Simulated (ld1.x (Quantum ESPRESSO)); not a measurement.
**titanium: one change to a TM potential, before and after**

- Element: titanium
- Generator: ld1.x (Quantum ESPRESSO) 7.5
- Type: norm-conserving Troullier–Martins (Kleinman–Bylander form)
- Functional: LDA (PZ)
- Relativity: scalar-relativistic
- Frozen core: [Ne]
- Valence charge: 12
- Reference configuration: 3s2 3p6 3d2 4s2 4p0
- Partial waves: 3s (bound): rc 1.30 bohr; 3p (bound): rc 1.00 bohr; 3d (bound): rc 2.15 bohr
- Local potential: the d channel
- Core correction: none

Occupied shells without a wave of their own: 4s. They enter only through the test configuration that unscreens the potential.

All-electron outer shells of the reference configuration (LDA (PZ), scalar-relativistic, ld1.x):

```json
{"shell": "2s", "level (eV)": "-535.48", "outermost node (bohr)": "0.09", "outermost maximum (bohr)": "0.27"}
{"shell": "2p", "level (eV)": "-443.98", "outermost node (bohr)": "–", "outermost maximum (bohr)": "0.22"}
{"shell": "3s", "level (eV)": "-62.26", "outermost node (bohr)": "0.40", "outermost maximum (bohr)": "0.87"}
{"shell": "3p", "level (eV)": "-38.78", "outermost node (bohr)": "0.37", "outermost maximum (bohr)": "0.90"}
{"shell": "4s", "level (eV)": "-4.60", "outermost node (bohr)": "1.25", "outermost maximum (bohr)": "2.88"}
{"shell": "3d", "level (eV)": "-4.46", "outermost node (bohr)": "–", "outermost maximum (bohr)": "0.97"}
{"shell": "4p", "level (eV)": "-1.54", "outermost node (bohr)": "1.39", "outermost maximum (bohr)": "3.80"}
```

Change: core correction a·sin(br)/r model core inside 1.18 bohr (4s counted twice).

Cutoffs: the cutoffs (Ry, on a coarse ladder) from which the occupation-weighted sum of valence levels, in a spherical-Bessel basis at the reference potential, stays within 10 and 1 mRy of its value at 400 Ry; they do not see the model core or the augmentation charge, which bear on the density cutoff. Errors are all-electron minus pseudo energies relative to the spin-unpolarised reference configuration.

Question: What does the change do?

Answer: The potential gets neither clearly harder nor softer (90 Ry and 160 Ry → 90 Ry and 160 Ry); of the 9 tests that both files solve, the error grows in 6 and shrinks in 2 by more than 15 % and 0.3 meV (median size 153.9 → 182.6 meV); neither file shows a bound ghost at the reference potential, the only one tested. In the changed file ld1.x takes every shell without a wave as core, so the model core holds the 4s electrons as well and exchange and correlation see them twice. This cancels in the reference configuration, but the file is broken for other ones, and its errors say nothing about a proper core correction. A model core, the more so a compact one, raises the density cutoff, which this test does not measure.

| quantity | base | changed |
| --- | --- | --- |
| cutoff, loose | 90 Ry | 90 Ry |
| cutoff, tight | 160 Ry | 160 Ry |
| bound ghosts | none | none |
| error for 3s2 3p6 3d2 4s1 4p0, meV [ΔE 7.54 eV] | +1.8 | -137 |
| error for 3s2 3p6 3d2 4s0 4p0, meV [ΔE 21.34 eV] | -119 | -841 |
| error for 3s2 3p6 3d1 4s0 4p0, meV [ΔE 48.53 eV] | -439 | -1489 |
| error for 3s2 3p6 3d0 4s0 4p0, meV [ΔE 92.06 eV] | -217 | -1533 |
| error for 3s2 3p5 3d2 4s2 4p0, meV [ΔE 45.51 eV] | +204 | +147 |
| error for 3s2 3p6 3d2 4s1 4p1, meV [ΔE 3.14 eV] | -157 | -183 |
| error for 3s2 3p6 3d3 4s0 4p0, meV [ΔE 7.56 eV] | +154 | -177 |
| error for 3s2 3p6 3d2 4s2 4p0 (spin-polarised), meV [ΔE -0.67 eV] | +64 | +39 |
| error for 3s2 3p6 3d2 4s1 4p0 (spin-polarised), meV [ΔE 6.29 eV] | +70 | -259 |
| s: phases at 2.35 bohr within 0.05 rad from the reference energy up to (Ry; the scan ends near 5) | -0.1 | -0.1 |
| p: phases at 2.35 bohr within 0.05 rad from the reference energy up to (Ry; the scan ends near 5) | -0.2 | -0.2 |
| d: phases at 2.35 bohr within 0.05 rad from the reference energy up to (Ry; the scan ends near 5) | 1.0 | 1.0 |

Base: The 4s level has no wave, so the channel is fitted at the deeper level alone: the likely source of the large errors. Changed file: These tests converged, but a pseudo level misses the all-electron one widely, so the file describes the atom poorly there or has found another state: 3s2 3p6 3d0 4s0 4p0: empty 4s by 3.9 eV.
